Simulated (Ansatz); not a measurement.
`C[SiH](N)[InH2]`, charge 0, multiplicity 1.

Question: Give a relaxed structure at PBE0-D4/def2-TZVP (the Gaussian-basis code of Ansatz). (Estimate.)

Answer: Ansatz gave: 
Cartesian coordinates in Å:
```
C 0.487 1.606 0.578
Si 0.182 0.090 -0.481
N -1.444 0.166 -1.075
In 0.442 -2.144 0.777
H 1.514 1.611 0.953
H 0.342 2.518 -0.008
H -0.193 1.639 1.431
H 1.227 0.122 -1.562
H -1.872 -0.668 -1.444
H -1.743 0.975 -1.599
H 1.612 -2.397 2.031
H -0.554 -3.518 0.399
```
This is one stationary point; other conformers may exist.
